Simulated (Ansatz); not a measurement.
`C[B]([AlH2])[GeH3]` + H₂Se → `C[B]([GeH3])[SeH]` + `[AlH3]`  (cleavage of the B–Al bond)

Computed with Ansatz on PBE0-D4/def2-TZVP structures; ΔE is electronic, products minus reactants. CBS: MP2 limit from def2 TZ/QZ plus the TZ coupled-cluster correction, frozen cores. This one scheme is used for every species. DFT in def2-TZVPP. For Ge, Se outer-core shells are correlated without core-valence functions, which leaves a few kJ/mol of doubt a bond. Scalar relativity is left out up to krypton. Each species was taken in one conformer, which may not be the lowest.

CCSD(T)/CBS gives -1.27 eV.

Task: Another level gave -1.24 eV. Which?
A. CCSD/def2-TZVPP
B. PBE0/def2-TZVPP
C. MP2/def2-TZVPP
D. SCS-MP2/def2-TZVPP

Result: A. CCSD/def2-TZVPP -1.24, PBE0 -1.18, SCS-MP2/def2-TZVPP -1.35, MP2/def2-TZVPP -1.41 eV.

Largest T1 diagnostic among the species: 0.012.

In def2-TZVPP, CCSD(T) changes the Hartree–Fock value by −0.08 eV (the triples alone add −0.03 eV) and MP2 by −0.21 eV. The D4 term adds −0.04 eV with B3LYP and −0.02 eV with PBE0; it sums over pairs of atoms, weighted by their polarisabilities, and B3LYP, whose exchange is more repulsive, gets the larger term.

B3LYP here is the variant with VWN-RPA as its local correlation; programs differ in this.
